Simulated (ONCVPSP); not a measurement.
# Configuration tests for P (Z = 15) (ONCV)

```
Element                 : P
Generator               : ONCVPSP 4.0.1
Type                    : optimised norm-conserving Vanderbilt (ONCV)
Functional              : PBEsol
Relativity              : scalar-relativistic
Frozen core             : [Ne]
Valence charge          : 5
Reference configuration : 3s2 3p3
Partial waves           : 3s: rc 1.50 bohr, ncon 3, nbas 8, qcut 3.7 1/bohr, 1 projector; 3p: rc 1.35 bohr, ncon 5, nbas 10, qcut 5.3 1/bohr, local
Local potential         : the p channel
Core correction         : polynomial model core, fcfact 0.45
```

Energies are relative to the spin-unpolarised reference configuration 3s2 3p3; without spin polarisation the order of configurations can differ from experiment.

```
valence configuration  charge  ΔE all-electron (eV)  error AE − PS (meV)
              3s2 3p1      +2                28.810                  +23
              3s1 3p0      +4               110.429                 +128
```

**Question.** What are ΔE and the potential's error for 3s2 3p0?

**Answer.** ΔE = 58.516 eV all-electron; the error (AE − PS) is +73 meV.

**Question.** What are ΔE and the potential's error for 3s2 3p2?

**Answer.** ΔE = 9.698 eV all-electron; the error (AE − PS) is +3.2 meV.

Levels in the configuration 3s2 3p2:

```
level  all-electron (eV)  pseudo (eV)
   3s            -23.228      -23.213
   3p            -14.181      -14.171
```
